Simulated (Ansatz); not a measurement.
Species: C₄H₃N, SMILES `CC#CC#N` (charge 0, multiplicity 1).

Question: Give a relaxed geometry from B3LYP-D3(BJ)/def2-TZVP (Ansatz, an electronic-structure program).

Answer: the end point of this relaxation (outside a Z-matrix the atoms follow the SMILES, hydrogens last).
Bond lengths (Å): C1–C2 1.447, C1–H6 1.092, C1–H7 1.092, C1–H8 1.092, C2–C3 1.205, C3–C4 1.366, C4–N5 1.156. Bond angles (°): C2–C1–H6 110.7, C2–C1–H7 110.7, C2–C1–H8 110.7, H6–C1–H7 108.3, H6–C1–H8 108.3, H7–C1–H8 108.3, C1–C2–C3 180.0, C2–C3–C4 180.0, C3–C4–N5 180.0.
